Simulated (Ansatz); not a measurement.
Relaxation of CH6AsBOSi (11 atoms, charge 0, multiplicity 1), to a largest force component of 0.015 eV/Å in at most 40 steps.

All numbers below come from RKS r2SCAN/def2-SVP in Ansatz.

```xyz
11
Properties=species:S:1:pos:R:3:forces:R:3
O -2.156 0.087 0.879 -1.95 0.65 -2.38
Si -0.789 0.655 0.059 -0.19 -0.31 0.84
C -1.308 1.781 -1.262 -1.15 1.64 -3.87
B -0.850 3.317 -0.852 0.30 -4.85 2.29
As -0.033 2.573 0.989 1.51 2.13 0.99
H -2.941 0.365 0.241 2.11 -1.05 2.12
H 0.254 -0.316 -0.323 -0.08 -0.53 0.05
H -0.755 1.554 -2.269 -1.06 0.27 1.09
H -2.431 1.718 -1.473 0.87 0.05 -0.42
H -0.986 4.353 -1.284 -0.22 1.79 -0.99
H 1.338 2.407 0.295 -0.14 0.20 0.28
```

Question: Where does it end, and by what steps?

Answer: It converged. After 19 steps the energy has fallen by 1.608 eV; H10 moved furthest, 1.51 Å. Joined: Si2–B4.

```json
{"step": "0", "energy less start (eV)": "0.0000", "largest force component (eV/Å)": "4.854", "accepted": "yes"}
{"step": "1", "energy less start (eV)": "-1.0627", "largest force component (eV/Å)": "1.354", "accepted": "yes"}
{"step": "2", "energy less start (eV)": "-1.1897", "largest force component (eV/Å)": "0.452", "accepted": "yes"}
{"step": "3", "energy less start (eV)": "-1.2239", "largest force component (eV/Å)": "0.261", "accepted": "yes"}
{"step": "4", "energy less start (eV)": "-1.2454", "largest force component (eV/Å)": "0.150", "accepted": "yes"}
{"step": "5", "energy less start (eV)": "-1.2609", "largest force component (eV/Å)": "0.306", "accepted": "yes"}
{"step": "6", "energy less start (eV)": "-1.2740", "largest force component (eV/Å)": "0.625", "accepted": "yes"}
{"step": "7", "energy less start (eV)": "-1.3146", "largest force component (eV/Å)": "0.402", "accepted": "yes"}
{"step": "8", "energy less start (eV)": "-1.3582", "largest force component (eV/Å)": "0.529", "accepted": "yes"}
{"step": "9", "energy less start (eV)": "-1.3880", "largest force component (eV/Å)": "0.551", "accepted": "yes"}
{"step": "10", "energy less start (eV)": "-1.4135", "largest force component (eV/Å)": "1.199", "accepted": "yes"}
{"step": "11", "energy less start (eV)": "-1.4965", "largest force component (eV/Å)": "0.690", "accepted": "yes"}
{"step": "12", "energy less start (eV)": "-1.5501", "largest force component (eV/Å)": "0.696", "accepted": "yes"}
{"step": "13", "energy less start (eV)": "-1.5826", "largest force component (eV/Å)": "0.473", "accepted": "yes"}
{"step": "14", "energy less start (eV)": "-1.5985", "largest force component (eV/Å)": "0.213", "accepted": "yes"}
{"step": "15", "energy less start (eV)": "-1.6042", "largest force component (eV/Å)": "0.143", "accepted": "yes"}
{"step": "16", "energy less start (eV)": "-1.6045", "largest force component (eV/Å)": "0.184", "accepted": "yes"}
{"step": "17", "energy less start (eV)": "-1.6075", "largest force component (eV/Å)": "0.055", "accepted": "yes"}
{"step": "18", "energy less start (eV)": "-1.6077", "largest force component (eV/Å)": "0.029", "accepted": "yes"}
{"step": "19", "energy less start (eV)": "-1.6078", "largest force component (eV/Å)": "0.014", "accepted": "yes"}
```

```xyz
11
Properties=species:S:1:pos:R:3
O -1.905 -0.330 0.502
Si -0.877 0.796 -0.174
C -1.560 1.935 -1.541
B -0.551 3.006 -1.032
As -0.515 2.831 0.999
H -2.618 0.013 1.055
H 0.325 0.022 -0.572
H -1.628 1.666 -2.604
H -2.575 2.124 -1.136
H 0.259 3.608 -1.693
H 0.989 2.823 1.198
```

The run took 64 s on 2 threads of AMD EPYC 9R14 (Zen 4) (shared host), peak memory 0.22 GiB.
